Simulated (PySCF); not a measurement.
**Computed vibrations of [Pb(H2O)2]2+**

[Pb(H2O)2]2+ (singlet). PySCF 2.14.0, RKS PBE0, Pb def2-SVP with ECP60, O def2-SVP, H def2-SVP; non-relativistic Hamiltonian with scalar-relativistic core potentials where named; density fitting; no spin-orbit coupling. Central differences of gradients.

```xyz
7

Pb    0.2435    0.0817   -0.0049
O    -1.3474   -0.3786    1.6653
H    -1.2754   -0.1293    2.6074
H    -2.1654   -0.9051    1.5880
O    -1.3831   -0.5388   -1.6050
H    -1.2289   -1.1341   -2.3642
H    -2.2533   -0.1264   -1.7658
```

Run from Python with OMP_NUM_THREADS=2. Where DIIS fails, smearing, a level shift and second-order steps follow.
It took 64 s on 2 threads of Arm Neoverse V1, on a shared host.

(1) What are the harmonic wavenumbers and infrared intensities?

(2) Is this a minimum?

Results:

(1) Negative numbers are unstable modes, those under 60 cm⁻¹ near the noise; a finer grid moves soft modes by up to 10 cm⁻¹.
```
cm⁻¹  km/mol  symmetry
 -27       –          
  75     3.7          
 193     0.6          
 334    15.4          
 350    11.9          
 462   173.5          
 468   474.7          
 569    86.4          
 594    68.1          
1637    78.5          
1643    56.5          
3704   507.1          
3711   248.8          
3778   330.2          
3783   311.4
```

(2) Probably not: 1 unstable, though so soft as to be near the noise; the lowest moves the atoms so:
```
Pb   0.00  0.00  0.00
O    0.00  0.03  0.02
H   -0.08  0.27 -0.04
H    0.16 -0.24  0.15
O    0.03  0.02 -0.02
H    0.21  0.49 -0.36
H   -0.25 -0.42  0.39
```
